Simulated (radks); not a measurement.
Task: Radial electron density D(r) = 4 pi r^2 rho(r) of an atom or ion with 56 electrons. Method: non-relativistic Kohn-Sham, r2SCAN, spin-polarised, spherical densities, point nucleus; meta-GGA in the generalised Kohn-Sham scheme; computed with a radial shooting solver on a logarithmic mesh with Libxc functionals.

```
   r/bohr * D(r) (the largest magnitude, 91.4, reaches the edge; | marks zero)
 0.001226 |*
 0.001675 | *
 0.002288 |   *
 0.003125 |     *
 0.004236 |         *
 0.005787 |               *
 0.007905 |                       *
   0.0108 |                                *
  0.01475 |                                       *
  0.02016 |                                          *
  0.02754 |                                       *
  0.03762 |                                     *
  0.05139 |                                          *
  0.06965 |                                                     *
  0.09516 |                                                      *
     0.13 |                                            *
   0.1776 |                                           *
   0.2426 |                                               *
   0.3315 |                              *
   0.4528 |                *
   0.6186 |                   *
   0.8452 |             *
    1.145 |     *
    1.565 |   *
    2.138 | *
    2.921 |*
     3.99 *
    5.451 *
    7.447 *
    10.17 *
     13.9 *
```

What is the nuclear charge?

Result: Z = 56. The innermost maximum, from 1s, lies near 1/Z = 0.0179 bohr (found: 0.0198), and its height grows with Z. The density is that of neutral barium in [Xe] 6s2; the configuration itself is not fixed sharply by these data, and Z only to a few units. D(r) has 4 maxima, at r = 0.0198, 0.0837, 0.229, 0.639 bohr, and minima at 0.0367, 0.154, 0.468 bohr, inside which lie 1.99, 11.38, 28.95 electrons.
